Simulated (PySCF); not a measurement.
Isomers of C10H7Cl, one GFN2-xTB conformer each. Single-point energies are computed at PBE0/pcSseg-1 (PySCF, gas phase, no added dispersion term), electronic only.

```
           SMILES  GFN2-xTB relative energy (kJ/mol)
Clc1cc2cccccc-2c1                              131.2
 Clc1ccc2ccccc2c1                                0.0
 Clc1cccc2ccccc12                                1.2
```

What does PBE0/pcSseg-1 give for the same structures?

```
           SMILES  PBE0/pcSseg-1 E (Eh)  PBE0/pcSseg-1 (kJ/mol)  GFN2-xTB (kJ/mol)  point group
 Clc1ccc2ccccc2c1            -844.81231                     0.0                0.0           Cs
 Clc1cccc2ccccc12            -844.81140                     2.4                1.2           Cs
Clc1cc2cccccc-2c1            -844.75905                   139.8              131.2          C2v
```

Both levels put the same isomer lowest; measured from each level's own lowest isomer, the values differ by up to 8.6 kJ/mol (Clc1cc2cccccc-2c1: 131.2 against 139.8). Neighbours under 10 kJ/mol apart (Clc1ccc2ccccc2c1 and Clc1cccc2ccccc12) can change places with a better method, another conformer or zero-point energy.

Which frontier levels, dipoles and rotational constants go with these structures?

```tsv
SMILES	HOMO (eV, PBE0/pcSseg-1)	LUMO (eV)	dipole (D)	A, B, C (MHz)
Clc1ccc2ccccc2c1	-6.57	-1.47	1.93	2770, 587.2, 484.5
Clc1cccc2ccccc12	-6.49	-1.49	1.67	1543, 926.6, 578.9
Clc1cc2cccccc-2c1	-6.07	-2.32	2.88	2881, 552.1, 463.3
```
